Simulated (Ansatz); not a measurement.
S-phenyldibenzothiophenium benzoate (C₂₅H₁₈O₂S), relaxed as a singlet with RKS r2SCAN-D4/def2-SVP in Ansatz, starting from the GFN2-xTB geometry. Force threshold 0.03 eV/Å.

Single mean-field runs in def2-SVP are fitted with def2-universal-jkfit. In the singlet geometry the species has come apart into loosely held pieces.

Start:

| atom | x (Å) | y (Å) | z (Å) |
| --- | --- | --- | --- |
| O1 | -0.967 | -1.202 | -1.543 |
| C2 | -1.684 | -0.248 | -1.269 |
| O3 | -1.461 | 0.626 | -0.355 |
| C4 | -2.955 | -0.018 | -2.046 |
| C5 | -3.331 | -0.947 | -3.008 |
| C6 | -4.482 | -0.754 | -3.748 |
| C7 | -5.264 | 0.369 | -3.528 |
| C8 | -4.895 | 1.295 | -2.566 |
| C9 | -3.743 | 1.104 | -1.825 |
| H10 | -2.703 | -1.813 | -3.158 |
| H11 | -4.772 | -1.477 | -4.499 |
| H12 | -6.164 | 0.520 | -4.109 |
| H13 | -5.508 | 2.170 | -2.397 |
| H14 | -3.440 | 1.815 | -1.071 |
| C15 | 3.286 | 1.994 | 4.119 |
| C16 | 2.057 | 2.630 | 4.063 |
| C17 | 1.142 | 2.271 | 3.088 |
| C18 | 1.451 | 1.282 | 2.168 |
| S19 | 0.102 | 0.921 | 0.940 |
| C20 | 0.118 | -0.827 | 1.285 |
| C21 | -0.563 | -1.447 | 2.306 |
| C22 | -0.448 | -2.825 | 2.425 |
| C23 | 0.329 | -3.543 | 1.529 |
| C24 | 1.001 | -2.909 | 0.499 |
| C25 | 0.898 | -1.531 | 0.363 |
| C26 | 1.514 | -0.665 | -0.629 |
| C27 | 2.337 | -1.012 | -1.692 |
| C28 | 2.825 | -0.022 | -2.527 |
| C29 | 2.507 | 1.311 | -2.316 |
| C30 | 1.682 | 1.676 | -1.261 |
| C31 | 1.205 | 0.685 | -0.436 |
| C32 | 2.679 | 0.645 | 2.227 |
| C33 | 3.594 | 1.003 | 3.202 |
| H34 | 4.004 | 2.269 | 4.877 |
| H35 | 1.811 | 3.402 | 4.776 |
| H36 | 0.177 | 2.754 | 3.032 |
| H37 | -1.176 | -0.876 | 2.987 |
| H38 | -0.977 | -3.338 | 3.214 |
| H39 | 0.408 | -4.615 | 1.634 |
| H40 | 1.585 | -3.481 | -0.205 |
| H41 | 2.579 | -2.048 | -1.872 |
| H42 | 3.457 | -0.292 | -3.360 |
| H43 | 2.893 | 2.070 | -2.979 |
| H44 | 1.411 | 2.707 | -1.098 |
| H45 | 2.928 | -0.131 | 1.518 |
| H46 | 4.551 | 0.504 | 3.247 |

(1) Estimate the energy that the relaxation releases and the steps that it takes.

(2) Does the start keep its bonding and symmetry?

(3) Predict the relaxed structure.

Results:

(1) 0.36 eV, in 8 steps; 38 s on 2 threads of AMD EPYC 7R13 on a shared host and a share (18 GiB) of an NVIDIA H100 80GB HBM3. No frequencies were taken in this run, so the end may be a saddle point.

(2) Bonds lost: O3–S19 (atoms count from 1). The end holds 2 separate pieces.

(3) 
Cartesian coordinates in Å:
```
O -0.978 -1.270 -1.644
C -1.697 -0.301 -1.348
O -1.477 0.565 -0.430
C -2.977 -0.084 -2.136
C -3.335 -0.998 -3.137
C -4.508 -0.815 -3.873
C -5.331 0.288 -3.617
C -4.977 1.205 -2.620
C -3.806 1.018 -1.882
H -2.668 -1.847 -3.313
H -4.784 -1.533 -4.652
H -6.250 0.432 -4.194
H -5.620 2.068 -2.420
H -3.505 1.716 -1.096
C 3.422 2.086 4.240
C 2.186 2.732 4.172
C 1.257 2.358 3.194
C 1.578 1.334 2.298
S 0.260 0.934 1.075
C 0.163 -0.828 1.349
C -0.529 -1.436 2.387
C -0.516 -2.834 2.434
C 0.170 -3.571 1.458
C 0.849 -2.935 0.418
C 0.848 -1.538 0.347
C 1.477 -0.665 -0.640
C 2.232 -1.007 -1.768
C 2.739 0.001 -2.588
C 2.504 1.354 -2.304
C 1.754 1.723 -1.183
C 1.271 0.701 -0.377
C 2.814 0.681 2.359
C 3.735 1.063 3.335
H 4.150 2.379 5.002
H 1.942 3.531 4.877
H 0.286 2.859 3.127
H -1.067 -0.847 3.134
H -1.052 -3.351 3.235
H 0.162 -4.663 1.506
H 1.355 -3.521 -0.353
H 2.397 -2.059 -2.016
H 3.318 -0.269 -3.476
H 2.899 2.129 -2.966
H 1.551 2.772 -0.955
H 3.053 -0.117 1.650
H 4.704 0.561 3.390
```
Bond lengths: 26 × C–C 1.39 to 1.52 Å; 3 × C–S 1.78 to 1.84 Å; 2 × C–O 1.24 to 1.28 Å; 18 × C–H 1.09 Å.
